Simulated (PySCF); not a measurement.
Computed XPS line lists of a few unrelated compounds.

Method: delta-SCF UKS SCAN, pcX-2 on the ionised atom, pcseg-1 elsewhere, spin-free X2C (PySCF). Geometries: PBE0-D3(BJ)/def2-SVP; isolated species, one conformer each.

Line lists (1s up to Mg, 2p3/2 beyond, nothing for As or Ge; areas count atoms within a level, one atom standing for each set equivalent by bonding):
1. C 1s: 289.80 (area 1), 291.41 (area 1) eV; N 1s: 404.05 eV
2. C 1s: 292.07 eV; O 1s: 537.37 eV; Si 2p3/2: 106.60 eV
3. Si 2p3/2: 106.81 eV
4. C 1s: 290.44 (area 1), 291.82 (area 1), 292.26 (area 1) eV; N 1s: 405.20 eV; Si 2p3/2: 106.66 eV

Structures:
A. `C([SiH3])[C@@H]1N=C1`
B. `C[O][GeH2][GeH2][SiH3]`
C. `C[NH][GeH2][CH2][GeH3]`
D. `[SiH3][AsH2]`

Q: Match each list to its structure.

A: 
- 1 = C: no other candidate has this set of levels. C 1s: 289.80 sp3 carbon bound to germanium, 291.41 N-methyl carbon; N 1s: 404.05 nitrogen bonded to C, Ge and H.
- 2 = B: no other candidate has this set of levels. C 1s: 292.07 methoxy carbon; O 1s: 537.37 oxygen bonded to C and Ge; Si 2p3/2: 106.60 SiH3 silicon.
- 3 = D: no other candidate has this set of levels. Si 2p3/2: 106.81 SiH3 silicon.
- 4 = A: no other candidate has this set of levels. C 1s: 290.44 sp3 carbon bound to silicon, 291.82 sp3 carbon bound to nitrogen, 292.26 C=N carbon; N 1s: 405.20 C=N nitrogen; Si 2p3/2: 106.66 SiH3 silicon.

For 2p shells one spin-free hole was relaxed; a mean-field spin–orbit operator and the ground-state splitting of the three 2p orbitals were then diagonalised within the shell. The shell's mean is (2 × 2p3/2 + 2p1/2)/3, and the degeneracies 2j + 1 give areas of 2:1. 1 of these hole states is spin-contaminated (⟨S²⟩ 0.90, against 0.75; counted from 0.85) and less certain.
